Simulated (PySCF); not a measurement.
An equivalent PySCF input for K⁺ (potassium, charge +1), [Ar], closed-shell 1S, with the non-relativistic Hamiltonian (point nucleus):

```python
from pyscf import gto, scf, dft, mp, cc
import basis_set_exchange as bse
mol = gto.M(atom="K 0 0 0", charge=1, spin=0, symmetry="D2h",
            basis=gto.basis.parse(bse.get_basis("def2-TZVP", elements=["K"], fmt="nwchem", header=False)))
mf = dft.UKS(mol, xc="PBE")
mf.irrep_nelec = {'Ag': (3, 3), 'B1u': (2, 2), 'B2u': (2, 2), 'B3u': (2, 2)}
mf.kernel()
```

It reaches the same state as the run whose output follows, with an energy that differs only through the grid. The run itself started from symmetry-adapted Hartree-Fock orbitals and held the occupation by maximum overlap, on a logarithmic radial grid, so the iterations belong to that start.

```
SCF conv_tol = 1e-09
number electrons alpha = 9  beta = 9
XC functionals = PBE
    J. P. Perdew, K. Burke, and M. Ernzerhof.,  Phys. Rev. Lett. 77, 3865 (1996)
    J. P. Perdew, K. Burke, and M. Ernzerhof.,  Phys. Rev. Lett. 78, 1396 (1997)
    J. P. Perdew, K. Burke, and M. Ernzerhof.,  Phys. Rev. Lett. 77, 3865 (1996)
    J. P. Perdew, K. Burke, and M. Ernzerhof.,  Phys. Rev. Lett. 78, 1396 (1997)
cycle= 1 E= -599.527725248679  delta_E= -0.00264  |g|= 0.00972  |ddm|= 0.0638
cycle= 2 E= -599.527750165778  delta_E= -2.49e-05  |g|= 0.00607  |ddm|= 0.0182
cycle= 3 E= -599.527766338305  delta_E= -1.62e-05  |g|= 0.000302  |ddm|= 0.00771
cycle= 4 E= -599.527766367672  delta_E= -2.94e-08  |g|= 4.57e-07  |ddm|= 0.00032
cycle= 5 E= -599.527766367672  delta_E= -4.55e-13  |g|= 1.03e-09  |ddm|= 5.96e-07
converged SCF energy = -599.527766367672  <S^2> = -1.7763568e-15  2S+1 = 1
```
